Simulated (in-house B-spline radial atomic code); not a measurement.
# Nd³⁺: [Xe] 4f3

Method: Dirac-Kohn-Sham LDA PW92, spherical fractional occupations, Fermi nucleus of rms radius 4.9123 fm. Calculated with an all-electron radial atomic-structure program (B-spline basis).

Z_r = [3n² - l(l+1)]/(2<r>); Z_e = n√(-2ε); the last column is Slater's effective charge. Values are occupation-weighted means over j. An effective charge above Z reflects the relativistic contraction of the inner shells.

```
shell  electrons   ε (eV)  <r> (bohr)    Z_r    Z_e  Slater
   1s          2   -43344     0.02365  63.43  56.44   59.70
   2s          2  -7034.8      0.1006  59.67  45.48   55.85
   2p          6    -6314     0.08853  56.48  43.08   55.85
   3s          2  -1550.6      0.2663  50.69  32.03   48.75
   3p          6  -1321.1      0.2642  47.31  29.56   48.75
   3d         10  -992.54      0.2419  43.40  25.62   38.85
   4s          2  -332.67      0.6067  39.56  19.78   32.25
   4p          6   -256.9      0.6414  35.86  17.38   32.25
   4d         10  -146.98      0.7039  29.83  13.15   20.85
   5s          2  -67.602       1.435  26.14  11.15   11.70
   5p          6  -48.324       1.643  22.22   9.42   11.70
   4f          3  -31.092      0.9713  18.53   6.05   13.30
```

The least bound orbital is 4f7/2 at -30.89 eV, while the most diffuse is 5p3/2 (<r> = 1.668 bohr against 0.9754 bohr): energy order and size order differ.

Spin-orbit splittings of the orbital energies (j = l + 1/2 above j = l - 1/2 when positive): 2p 519.4 eV, 3p 103.6 eV, 3d 22.42 eV, 4p 22.74 eV, 4d 4.039 eV, 5p 3.446 eV, 4f 0.4655 eV.

For the 1s electron the small component carries 4.95 % of the norm, the zero-frequency Breit interaction raises the level by 122.1 eV, self-energy by 71.89 eV, and vacuum polarisation lowers it by 11.04 eV.
